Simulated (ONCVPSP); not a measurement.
**Pseudopotential generation for carbon: ONCV, PW91, scalar-relativistic.**

Input for ONCVPSP 4.0.1:

```
# ATOM AND REFERENCE CONFIGURATION
# atsym  z   nc   nv     iexc    psfile
  C 6.00    1    1  -109134      upf
#
#   n    l    f
    1    0    2.00
    2    0    1.00
#
# PSEUDOPOTENTIAL AND OPTIMIZATION
# lmax
    1
#
#   l,   rc,      ep,       ncon, nbas, qcut
    0    0.85    0.00    5    8    7.60
    1    0.85    0.18    4    8   11.60
#
# LOCAL POTENTIAL
# lloc, lpopt,  rc(5),   dvloc0
    1    5    0.85    0.00
#
# VANDERBILT-KLEINMAN-BYLANDER PROJECTORs
# l, nproj, debl
    0    2    2.50
    1    0    1.70
#
# MODEL CORE CHARGE
# icmod, fcfact, rcfact
    3    2.00    1.45
#
# LOG DERIVATIVE ANALYSIS
# epsh1, epsh2, depsh
   -4.00    5.00    0.02
#
# OUTPUT GRID
# rlmax, drl
    6.00    0.01
#
# TEST CONFIGURATIONS
# ncnf
    4
# nvcnf
#   n    l    f
    2
    2    0    2.00
    2    1    2.00
#
    2
    2    0    2.00
    2    1    1.00
#
    1
    2    0    2.00
#
    2
    2    0    2.00
    2    1    1.50
#
```

Command:

```bash
oncvpsp.x < C.dat > C.out
```

Resulting log (shortened: citation, most of the input echo, consistency checks and plot data are left out):

```
ONCVPSP  (Optimized Norm-Conservinng Vanderbilt PSeudopotential)
scalar-relativistic version 4.0.1

#   n    l    f        energy (Ha)
    1    0    2.00    -1.2210883E+01
    2    0    1.00    -2.0639796E+00

Reference configufation results
  iterations    25
  all-electron total energy (Ha)   -3.47315874D+01

Begin loop to  construct optimized pseudo wave functions
and semi-local pseudopoentials for all angular momenta

   Wellstate for l =  0  n =  4
     eigenvalue =   0.4360
     asymptotic potential =   0.9360
     half-point radius =  2.6557

Calculating optimized projector #   1

 for l=   0

    Fraction of norm inside rc  0.191382
    Optimizing pswf for qcut=   7.61 a_B^-1,  ecut=  28.95 Ha
    Residual kinetic energy error=  7.80D-03 Ha

    Energy error per electron        Cutoff
         Ha          eV             Ha
         0.01000     0.27211       16.97
         0.00100     0.02721      184.90
         0.00010     0.00272      228.44
         0.00001     0.00027      256.72

Calculating optimized projector #   2

 for l=   0

    Fraction of norm inside rc  0.024226
    Optimizing pswf for qcut=   7.61 a_B^-1,  ecut=  28.95 Ha
    Residual kinetic energy error=  2.37D-03 Ha

    Energy error per electron        Cutoff
         Ha          eV             Ha
         0.01000     0.27211       15.76
         0.00100     0.02721       50.79
         0.00010     0.00272      265.64
         0.00001     0.00027      316.15

WARNING wellstate: moderately localized bound state found for n= 2 l=  1
WARNING scattering state with energy  0.05000000
WARNING will be used for the first projector

   Wellstate for l =  1  n =  4
     eigenvalue =   0.0500
     asymptotic potential =   0.5500
     half-point radius =  3.9024

Calculating optimized projector #   1

 for l=   1

    Fraction of norm inside rc  0.035920
    Optimizing pswf for qcut=  11.59 a_B^-1,  ecut=  67.11 Ha
    Residual kinetic energy error=  1.97D-05 Ha

    Energy error per electron        Cutoff
         Ha          eV             Ha
         0.01000     0.27211       23.88
         0.00100     0.02721       42.25
         0.00010     0.00272       56.89
         0.00001     0.00027       92.98

Construct Vanderbilt / Kleinmman-Bylander projectors

B matrix Hermiticity error, ll=   0
   1   2   -6.8198E-05

  Orthonormal projector coefficients -5.1519E+01  9.3609E+00

Model core correction analysis
  based on d2Exc/dn_idn_j

d2excae - all-electron derivatives

   -1.389725D-01

d2excps - pseudofunction derivatives with no core correction

   -1.496518D-01

rms 2nd derivative error    1.067935E-02

rmatch, rhocmatch    0.6558    0.9775

Teter function model core charge with specified parameters

d2excps - pseudofunction derivatives with core correction

   -1.443202D-01

rms 2nd derivative error    5.347682E-03

Pseudoatom total energy   -2.335781

Diagnostic tests using Vanderbilt-Kleinman-Bylander pseudopotentials
  1 or more projectors used as specified by nproj input data

   l    rcore       rmatch      e in        delta e   norm test  slope test

   0   0.8532584   0.8791652  -2.0639796   0.0000002   1.0000534   1.0000349
   0   0.8532584   0.8791652   0.4360204   0.0000622   1.0001694   1.0001694

   1   0.8532584   0.8791652   0.0500000   0.0000101   1.0000021   1.0000021

 Testing for bound ghosts
   n   l    E NL Schr. Eq   E Basis Diag.   E Cutoff

       0                       -9.482725    356.70  WARNING - GHOST(-)
   1   0       -2.063979       -1.978220    356.70

 Testing for highly-localized positive-energy ghosts
       l    <radius>/rc     E Basis Diag.   E Cutoff

Test configuration 0

   n   l     f        eae           eps        diff
   1   0  2.0000  -12.21088294
   2   0  1.0000   -2.06397957   -2.06397934    2.33D-07

    Total energies and differences
      AE_ref= -3.47315874D+01  AE_tst= -3.47315874D+01  dif=  0.00D+00
      PS_ref= -2.33578091D+00  PS_tst= -2.33578091D+00  dif=  0.00D+00
      PSP excitation error=  0.00D+00

Test configuration 1

   n   l     f        eae           eps        diff
   1   0  2.0000  -10.05846025
   2   0  2.0000   -0.50701518   -0.50673483    2.80D-04
   2   1  2.0000   -0.19634275   -0.19625327    8.95D-05

    Total energies and differences
      AE_ref= -3.47315874D+01  AE_tst= -3.77971084D+01  dif= -3.07D+00
      PS_ref= -2.33578091D+00  PS_tst= -5.40410142D+00  dif= -3.07D+00
      PSP excitation error=  2.80D-03

Test configuration 2

   n   l     f        eae           eps        diff
   1   0  2.0000  -10.61145584
   2   0  2.0000   -0.94875993   -0.94955718   -7.97D-04
   2   1  1.0000   -0.62764598   -0.62865202   -1.01D-03

    Total energies and differences
      AE_ref= -3.47315874D+01  AE_tst= -3.73955122D+01  dif= -2.66D+00
      PS_ref= -2.33578091D+00  PS_tst= -5.00208294D+00  dif= -2.67D+00
      PSP excitation error=  2.38D-03

Test configuration 3

   n   l     f        eae           eps        diff
   1   0  2.0000  -11.35285218
   2   0  2.0000   -1.48623665   -1.48795443   -1.72D-03

    Total energies and differences
      AE_ref= -3.47315874D+01  AE_tst= -3.65049971D+01  dif= -1.77D+00
      PS_ref= -2.33578091D+00  PS_tst= -4.11041259D+00  dif= -1.77D+00
      PSP excitation error=  1.22D-03

Test configuration 4

   n   l     f        eae           eps        diff
   1   0  2.0000  -10.30978018
   2   0  2.0000   -0.71399806   -0.71415789   -1.60D-04
   2   1  1.5000   -0.39643555   -0.39682278   -3.87D-04

    Total energies and differences
      AE_ref= -3.47315874D+01  AE_tst= -3.76503172D+01  dif= -2.92D+00
      PS_ref= -2.33578091D+00  PS_tst= -5.25724123D+00  dif= -2.92D+00
      PSP excitation error=  2.73D-03
```

Note: ghosts flagged at negative energy: s at -258.0 eV; no localised positive-energy state flagged. A true bound ghost makes a file unfit for plane-wave use.

The run took about 2.8 s on one core of a shared server CPU.
